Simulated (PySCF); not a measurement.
Gas-phase reaction: HfCl4 + H2O2 ⇌ HfCl2(OH)2 + 2 Cl, at 1200 K and a standard pressure of 1 bar. Level: ωB97X-V/def2-TZVP†.

Computed with PySCF and rigid-rotor harmonic-oscillator thermochemistry at 1 bar. S°(298 K) at PBE0/def2-TZVP differs from the NASA 1993 table for H2O2 (-8 J/mol/K); whether the harmonic model or the table's entry is off was not settled. † marks an energy on the PBE0/def2-TZVP geometry and frequencies. Open shells (unrestricted): Cl (multiplicity 2, electronic degeneracy 6); the rest are closed-shell singlets. Spin-orbit splitting is ignored; it lowers the true energy and changes the entropy of Cl. Hf: scalar-relativistic def2 core potential, no spin-orbit coupling. No R ln 2 is added for the mirror-image form of H2O2. HfCl2(OH)2: computed as isolated molecules; such fragments, hydroxides, amides, oligomers or adducts are transient or little studied in the gas. The harmonic model lacks anharmonicity and excited electronic states, which grow with temperature; levels with a mode under 35 cm⁻¹ are left out. Internal rotation in H2O2 is treated as a harmonic vibration of one conformer, which makes the entropy rough. Soft modes under 120 cm⁻¹ make the harmonic entropy rough for HfCl4, HfCl2(OH)2.

```tsv
species	E (Ha)	H(1200 K) − E (kJ/mol)	S°(1200 K) (J/mol/K)
HfCl4	-1888.91050	130.5	521.0
H2O2	-151.56117	132.2	301.0
HfCl2(OH)2	-1120.26536	220.4	586.5
Cl	-460.07935	24.9	197.2
```
E: electronic energy; H − E holds the zero-point and thermal terms. 1 Ha = 2625.5 kJ/mol.

Work out ΔH°, ΔS°, ΔG° and log10 K from these numbers.

1. ΔE = 1×(-1120.26536) + 2×(-460.07935) − 1×(-1888.91050) − 1×(-151.56117) = 0.04761 Ha = 125.0 kJ.
2. Δ(H − E) = 1×(220.4) + 2×(24.9) − 1×(130.5) − 1×(132.2) = 7.5 kJ, so ΔH° = 132.5 kJ.
3. ΔS° = 1×(586.5) + 2×(197.2) − 1×(521.0) − 1×(301.0) = 158.9 J/K; the number of gas molecules changes by +1.
4. ΔG° = ΔH° − TΔS° = 132.5 − 1200×(158.9)/1000 = -58.2 kJ.
5. log10 K = −ΔG°/(RT ln 10) = 2.53, with RT ln 10 = 22.97 kJ/mol; at standard pressures the products are favoured.
6. A shift of 10 kJ in ΔE would move log10 K by 0.44 here.
7. Lowering the total pressure from 1 bar to 0.01 bar multiplies the mole-fraction quotient K_x = K (p/p°)^(−Δn) by 10^2, which pushes the balance towards the products.
For scale, ΔH°(298 K) is 118 kJ at this level, 122 kJ at ωB97M-V/def2-TZVP†, and runs from -56 to 216 kJ over the 17 levels computed.
